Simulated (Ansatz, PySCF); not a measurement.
Reaction (SMILES): C[C@H](O)C(F)F [(2S)-1,1-difluoropropan-2-ol] + 5 [H][H] (H2) → 3 C (CH4) + 2 F (HF) + O (H2O)
Geometries: B3LYP-D3(BJ)/def2-TZVP minima from Ansatz (a program for electronic structure), one conformer each, not searched for the lowest.
Geometry of the first species:
```
C
H 1 1.0992
O 1 1.4159 2 110.52
H 3 0.9625 1 108.63 2 -69.12
C 1 1.5197 2 105.52 3 115.75
F 5 1.3630 1 110.79 2 -59.41
F 5 1.3651 6 107.45 1 121.71
H 5 1.0938 6 107.93 7 116.04
C 1 1.5226 2 109.73 3 -124.64
H 9 1.0897 1 110.23 2 -178.98
H 9 1.0917 10 108.72 1 120.73
H 9 1.0921 10 108.91 11 116.92
```
Charge 0, spin multiplicity 1.

Quantity: energy of full hydrogenation (enthalpy at 298 K, with B3LYP-D3(BJ) rigid-rotor harmonic-oscillator terms from PySCF), in kcal/mol. Cores are frozen in the correlated levels unless marked. Spin-orbit coupling is left out. Non-relativistic. CBS(X,Y): correlation extrapolated as X^-3; Hartree-Fock from the larger set. [CCSD(T)-MP2]/basis is that difference in the basis named.

Level to compare with: RI-MP2/CBS(cc-pVTZ,cc-pVQZ)+[CCSD(T)-MP2]/cc-pVTZ (Ansatz), -81.4 kcal/mol. It is a level with limits of its own, and the differences hold the functionals' basis error too.

Q: Rank these functionals by how close they come to RI-MP2/CBS(cc-pVTZ,cc-pVQZ)+[CCSD(T)-MP2]/cc-pVTZ, closest first: TPSSh/def2-TZVPD (PySCF); B97M-V/def2-TZVPD (Ansatz); BHLYP/def2-TZVPD (Ansatz).

A: B97M-V/def2-TZVPD (meta-GGA with VV10, -80.5 kcal/mol, difference 0.9), BHLYP/def2-TZVPD (global hybrid, -84.4 kcal/mol, difference -3.0), TPSSh/def2-TZVPD (hybrid meta-GGA, -71.5 kcal/mol, difference 9.9)
